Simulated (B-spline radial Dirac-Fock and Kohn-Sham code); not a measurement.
**Electron momentum distribution of Pr⁺: Compton profiles**

System: praseodymium as Pr⁺, [Xe] 4f3 6s1, inside a Watson sphere of charge -1 and radius 2 Å (a model of the Madelung potential; inside it an electron's potential energy is raised by 7.2 eV).

The computed values come from a radial atomic solver: the impulse approximation on Dirac-Fock densities. pz is in atomic units of momentum; subshell profiles are per electron, for a selection of subshells; open shells are spread over both j values by their weights.

```
 pz    J total   J 1s1/2   J 3p1/2   J 4p1/2   J 6s1/2
  0      10.63    0.0135    0.0642     0.150      2.41
0.1      10.12    0.0135    0.0642     0.150      1.92
0.2      9.118    0.0135    0.0642     0.150     0.999
0.3      8.355    0.0135    0.0642     0.150     0.363
0.4      7.922    0.0135    0.0642     0.150     0.116
0.5      7.621    0.0135    0.0642     0.150    0.0614
0.6      7.318    0.0135    0.0642     0.149    0.0572
0.8      6.609    0.0135    0.0642     0.148    0.0479
  1      5.869    0.0135    0.0642     0.146    0.0283
1.2      5.225    0.0134    0.0641     0.144    0.0140
1.4      4.723    0.0134    0.0640     0.139   0.00654
1.6      4.351    0.0134    0.0639     0.133   0.00350
1.8      4.070    0.0134    0.0637     0.126   0.00259
  2      3.841    0.0134    0.0635     0.118   0.00245
2.5      3.340    0.0134    0.0625    0.0931   0.00221
  3      2.845    0.0134    0.0610    0.0676   0.00140
  4      1.991    0.0133    0.0559    0.0289  0.000347
  5      1.452    0.0132    0.0484    0.0123  0.000197
  7     0.9477    0.0129    0.0303   0.00827  0.000136
 10     0.5766    0.0124    0.0104   0.00482  2.33e-05
 15     0.2668    0.0113   0.00237  0.000643  1.41e-05
 20     0.1395   0.00993   0.00217  0.000428  5.17e-06
 30    0.04905   0.00711   0.00108  0.000239    < 1e-6
 40    0.02170   0.00475  0.000370  8.29e-05    < 1e-6
 60   0.006200   0.00195  4.91e-05  1.09e-05    < 1e-6
100  0.0009636  0.000369  2.62e-06    < 1e-6    < 1e-6
```

J(0) = 10.63. The 6s1/2 subshell gives the largest part, 23 %.

Mean momentum ⟨p⟩ by subshell (a.u.): 1s1/2 56.3, 2s1/2 20.0, 2p1/2 26.7, 2p3/2 24.8, 3s1/2 9.94, 3p1/2 11.9, 3p3/2 11.3, 3d3/2 13.6, 3d5/2 13.4, 4s1/2 4.93, 4p1/2 5.48, 4p3/2 5.26, 4d3/2 5.58, 4d5/2 5.50, 4f5/2 4.49, 4f7/2 4.45, 5s1/2 1.89, 5p1/2 1.95, 5p3/2 1.85, 6s1/2 0.407.
